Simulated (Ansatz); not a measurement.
CH4O2Sn, SMILES `O=[CH][SnH2][OH]` at its PBE0-D4/def2-TZVP geometry, where that method's forces vanish. The species carries charge 0 and has multiplicity 1. Sn takes the def2 core potential.

```tsv
atom	x (Å)	y (Å)	z (Å)
O1	-0.3009	-1.6877	1.1069
C2	-0.1326	-1.4309	-0.0529
Sn3	0.1411	0.6987	-0.5746
O4	-0.0137	1.4830	1.2162
H5	-0.1200	-2.2492	-0.8083
H6	-1.1034	1.3386	-1.5531
H7	1.6897	1.0662	-1.1933
H8	-0.1603	0.7811	1.8591
```

(1) For each bond, give half the difference of the two atoms' forces along it (eV/Å; positive pushes the atoms apart) under PBE-D4, r2SCAN-D4, B3LYP-D4, ωB97M-V in def2-TZVPP. (An estimate is asked.)

Answers

(1) Ansatz gave: 
```tsv
bond	length (Å)	PBE-D4	r2SCAN-D4	B3LYP-D4	ωB97M-V
O1–C2	1.200	0.88	0.30	0.23	0.31
C2–Sn3	2.210	-0.14	-0.01	0.10	-0.09
C2–H5	1.114	-0.06	-0.06	-0.15	-0.14
Sn3–O4	1.961	0.43	0.14	0.29	0.04
Sn3–H6	1.708	0.03	-0.03	-0.05	-0.09
Sn3–H7	1.708	0.03	-0.03	-0.05	-0.09
O4–H8	0.963	0.39	0.03	-0.03	-0.05
```

B3LYP here is the variant with VWN-RPA as its local correlation; programs differ in this.
